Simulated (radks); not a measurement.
Values are calculated unless marked as measured or tabulated.
Question: Numerical settings for the ytterbium ion Yb+, [Xe] 4f14 6s1. Code: a radial shooting solver on a logarithmic mesh with Libxc functionals. Model: Dirac Kohn-Sham, PBEsol, spin-unpolarised, spherical densities, finite nucleus; Fermi nuclear charge, rms radius 5.3108 fm. The defaults (mesh step 0.008 in ln r, mesh end at 40 bohr or more with all orbitals vanishing there, Anderson mixing 0.5 over 9 steps, residual threshold near 1e-9 with the energy settled to 1e-9 hartree or 1e-11 of itself, here a cap of 97 iterations) give E = -14069.6637 hartree and 4f7/2 at -9.215 eV in 17 iterations. Run on one thread of a shared host, so times are rough (Arm Neoverse N1): 0.24 s of CPU time, 0.24 s wall, 17 iterations on 2360 mesh points. One setting is changed at a time: mesh step in ln r 0.2; mesh step in ln r 0.12; mesh step in ln r 0.03; mesh end (bohr) 1; mesh end (bohr) 8; residual threshold 1e-16; residual threshold 1e-05; mixing 0.01; linear mixing, mixing 0.2; linear mixing, mixing 1; mixing history 20; iteration cap 5. Which runs fail to converge, and which converge to a wrong energy?

Answer: Not converged within the cap: mesh step in ln r 0.2; mesh step in ln r 0.12; residual threshold 1e-16; linear mixing, mixing 1; iteration cap 5. Settled on a wrong energy, with an occupied level pushed above zero by the early mesh end: mesh end (bohr) 1 (+249 hartree). Apart from these: settings that end as converged yet miss the energy by more than 1 mhartree: mesh end (bohr) 8 (+0.00265 hartree).
